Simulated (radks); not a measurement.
Spherical quantum dot in the effective-mass picture: electrons in a parabolic well V = omega^2 r^2 / 2 with omega = 1.07, with a point charge +2 (a donor) at the centre, all in effective atomic units (hartree* = m*/eps^2 hartree, bohr* = eps/m* bohr), one dielectric constant everywhere. Calculated with a radial shooting solver with Libxc functionals: non-relativistic Kohn-Sham, LDA (Slater exchange, Perdew-Wang correlation), spin-polarised, spherical densities. Levels are named by radial order and angular momentum (1s, 1p, 1d, 2s, ...), and open shells are averaged over m. At N = 26 the configuration is 1s2 1p6 1d10 2s2 1f(up 6, down 0). Does electron 27 go into 2p up or 1f down or 1f up?

Answer. Into 1f up. The total energies of the other choices lie higher by 0.0396 hartree* (2p up), 0.0716 hartree* (1f down).
